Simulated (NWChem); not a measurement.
Species: C$_{2}$H$_{5}$BO$_{3}$; SMILES CC1OB(O)O1

```xyz
11

C     -0.0095    -2.0419    -0.5139
C      0.0097    -0.8950     0.4504
O     -1.0307     0.0628     0.2290
B      0.0302     0.9317     0.0193
O      0.0670     2.2388    -0.2791
O      1.0649     0.0381     0.2178
H      0.8780    -2.6733    -0.3627
H     -0.9097    -2.6529    -0.3541
H     -0.0089    -1.6643    -1.5463
H      0.0102    -1.2281     1.5035
H     -0.8119     2.6232    -0.3564
```
Atoms are numbered in this order, from 1.

Results from NWChem. Geometry: optimised at PBE0/def2-SVP. B3LYP is NWChem's, with the RPA form of VWN correlation. Atomic charges in e: unrestrained fits to the electrostatic potential beside Mulliken populations; buried atoms are poorly determined by the fit.

Q: What does the run give for B3LYP/def2-SVP? Quantities: ESP C1; Mulliken C1; ESP C2; Mulliken C2; ESP O3; Mulliken O3; ESP B4; Mulliken B4; ESP O5; Mulliken O5; relative RMS misfit of the potential (%).

A: ESP C1: -0.24
Mulliken C1: 0.07
ESP C2: 0.75
Mulliken C2: 0.33
ESP O3: -0.65
Mulliken O3: -0.28
ESP B4: 0.84
Mulliken B4: -0.03
ESP O5: -0.64
Mulliken O5: -0.11
relative RMS misfit of the potential (%): 21
